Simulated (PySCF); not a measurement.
**Substituent effects on chemical shifts**

Parent skeleton `[BH2:1][S:2][CH3:3]`; one hydrogen on atom 1 is replaced by X. Hydrogens on one atom are averaged.

- σ from GIAO-PBE0/pcSseg-1
- coordinates at the PBE0-D3(BJ)/def2-SVP level
- code: PySCF
- isolated molecule, relativity neglected, fast rotation and ring inversion assumed for equivalent nuclei, one computed conformer

Chemical shifts δ = σref − σ; BF3·OEt2 for ¹¹B (100.73 ppm); CS2 for ³³S (495.66 ppm); ¹³C (184.41 ppm), ¹H (31.27 ppm) against TMS, all at this level.

Parent (X = H): B1 67.9, S2 125.6, C3 25.8, H(B1) 6.89, H(C3) 2.46 ppm. Effects are Δδ = δ(X) − δ(H), positive for deshielding.

(1) Give Δδ (ppm) for X = NHCH3, cBu, SCH3, allyl, OCHF2, OiPr, NHSiH3, cPent.

(2) Which position responds most, and to which substituents?

## Answers

(1) 
```
     X      SMILES     B1      S2     C3  H(B1)  H(C3)
 NHCH3       CNBSC  -26.8  -209.1   -9.3  -1.62  -0.47
   cBu   CSBC1CCC1   +1.9   -64.3  -10.5  -0.12  -0.41
  SCH3       CSBSC   -5.8  -111.4   -8.3  -0.09  -0.28
 allyl     C=CCBSC   -1.6   -64.6  -10.1  -0.28  -0.29
 OCHF2   CSBOC(F)F  -23.0  -153.3  -12.6  -1.36  -0.30
  OiPr   CSBOC(C)C  -22.6  -170.7  -10.7  -1.25  -0.38
NHSiH3  CSBN[SiH3]  -21.2  -166.9   -6.7  -1.36  -0.23
 cPent  CSBC1CCCC1   +3.5   -56.0  -10.5  -0.24  -0.33
```

(2) S2: from -209.1 ppm with NHCH3 to -56.0 ppm with cPent.
